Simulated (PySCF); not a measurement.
C5H10O2Si.
Geometry (PBE0-D3(BJ)/def2-SVP, Å), atoms numbered from 1 in this order:
```xyz
18
C5H10O2Si angstrom
C      2.977    0.306   -0.069
C      2.173   -0.739    0.151
C      1.006   -1.135   -0.692
Si    -0.616   -0.723    0.154
O     -0.598   -1.593    1.567
O     -1.949   -1.238   -0.709
C     -0.770    1.113    0.450
C     -1.906    1.788    0.233
H      2.852    0.949   -0.947
H      3.792    0.551    0.616
H      2.336   -1.348    1.049
H      1.034   -0.626   -1.670
H      1.003   -2.222   -0.882
H     -1.356   -1.471    2.146
H     -2.123   -0.791   -1.542
H      0.102    1.664    0.823
H     -1.997    2.865    0.415
H     -2.807    1.283   -0.135
```

Theory: TDDFT B3LYP/def2-SVPD, vertical, gas phase, core orbitals frozen in the response in PySCF 2.14.0, density-fitted response routines.

Computed states:

```csv
state,E (eV),f
S1,5.14,0.022
S2,5.98,0.023
S3,6.33,0.0061
S4,6.53,0.188
S5,6.73,0.044
S6,6.82,0.069
```

Broadening: Gaussians 0.25 eV wide at half height, area fixed by f = 4.319×10⁻⁹ ∫ε dν̃. The width is an assumption, not a result. The curve ends short of the highest state used, and states not computed would add to its high-energy end.

(1) Give the broadened spectrum and its maxima.

(2) Coming from long wavelengths, where does ε first pass 100 L mol⁻¹ cm⁻¹?

(3) Does any computed singlet lie in the visible range?

(4) On this curve, what absorbance would a 10⁻⁴ mol/L sample give at 222 nm over a 1 cm path?

Answers

(1) 
E (eV), ε (L mol⁻¹ cm⁻¹) and a bar:
```
     4.77          5 
     4.79         10 
     4.82         25 
     4.84         43 
     4.87         92 #
     4.90        182 ##
     4.92        274 ###
     4.95        473 ######
     4.98        755 #########
     5.00        986 ############
     5.03       1377 ################
     5.06       1776 #####################
     5.08       2014 ########################
     5.11       2273 ###########################
     5.14       2370 ############################
     5.16       2331 ############################
     5.19       2127 #########################
     5.22       1792 #####################
     5.24       1529 ##################
     5.27       1128 #############
     5.29        880 ##########
     5.32        568 #######
     5.35        339 ####
     5.37        230 ###
     5.40        120 #
     5.43         58 #
     5.45         34 
     5.48         14 
     5.51          6 
     5.53          3 
     5.56          2 
     5.59          3 
     5.61          6 
     5.64         15 
     5.66         27 
     5.69         60 #
     5.72        125 #
     5.74        195 ##
     5.77        356 ####
     5.80        598 #######
     5.82        809 ##########
     5.85       1190 ##############
     5.88       1618 ###################
     5.90       1898 #######################
     5.93       2259 ###########################
     5.96       2481 #############################
     5.98       2528 ##############################
     6.01       2434 #############################
     6.03       2273 ###########################
     6.06       1928 #######################
     6.09       1530 ##################
     6.11       1276 ###############
     6.14        963 ###########
     6.17        781 #########
     6.19        751 #########
     6.22        876 ##########
```

Maxima: 241 nm (5.14 eV), ε about 2400, made up of S1 (100%); 207 nm (5.98 eV), ε about 2500, made up of S2 (100%) (ε in L mol⁻¹ cm⁻¹; maxima over ε = 5, shares over 10%). At its high-energy end, 6.22 eV, the curve is still rising (ε about 880, from S2, S3 and S4).

(2) At about 254 nm (4.87 eV), 0.27 eV below S1.

(3) No computed singlet lies in the visible range (380 to 750 nm); the lowest, at 241 nm, stands 1.88 eV above its violet end (3.26 eV).

(4) 222 nm is 5.585 eV, where ε is about 2.8 L mol⁻¹ cm⁻¹, so A = ε c l ≈ 0.00028 (Beer–Lambert, with the gas-phase spectrum and the assumed width).

One conformer stands for the species.
